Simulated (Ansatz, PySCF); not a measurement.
Al(Cl)(F)(NHMe) (CH₄AlClFN), SMILES C[NH][Al]([F])[Cl].

Geometry optimised at PBE0-D3(BJ)/def2-SVP. The structure was generated by enumeration; whether it is a known compound was not checked. Other conformers were not sampled.

Vertical ionisation energy (IE) and electron affinity (EA) in eV. Rows of orbital energies are one-electron estimates. Where ΔSCF, EOM or ADC give a negative EA the extra electron is unbound and the value depends on the basis.

```json
[
 {"level": "−ε(HOMO), −ε(LUMO), B3LYP/def2-TZVP (PySCF)", "IE": "7.04", "EA": "0.92"},
 {"level": "−ε(HOMO), −ε(LUMO), PBE/def2-TZVP (PySCF)", "IE": "5.92", "EA": "1.48"},
 {"level": "ΔSCF, PBE0/def2-SVPD (Ansatz), final states of multiplicity 2 and 2", "IE": "?", "EA": "?"},
 {"level": "ΔSCF, PBE/def2-SVPD (Ansatz), final states of multiplicity 2 and 2", "IE": "9.39", "EA": "-0.18"}
]
```

Question: Complete the blanks. (Estimate from the structure and the level; the computed values follow.)

Answer: 
- ΔSCF, PBE0/def2-SVPD (Ansatz, a first-principles code), final states of multiplicity 2 and 2, IE: 9.54
- ΔSCF, PBE0/def2-SVPD (Ansatz), final states of multiplicity 2 and 2, EA: -0.33

Question: What vertical singlet–triplet gap does ΔSCF give with PBE0/def2-SVPD (Ansatz) and with PBE/def2-SVPD (Ansatz)? (The exact figures need the calculation; the answer reports its results.)

Answer: 4.98 and 4.75 eV (triplet above singlet where positive).
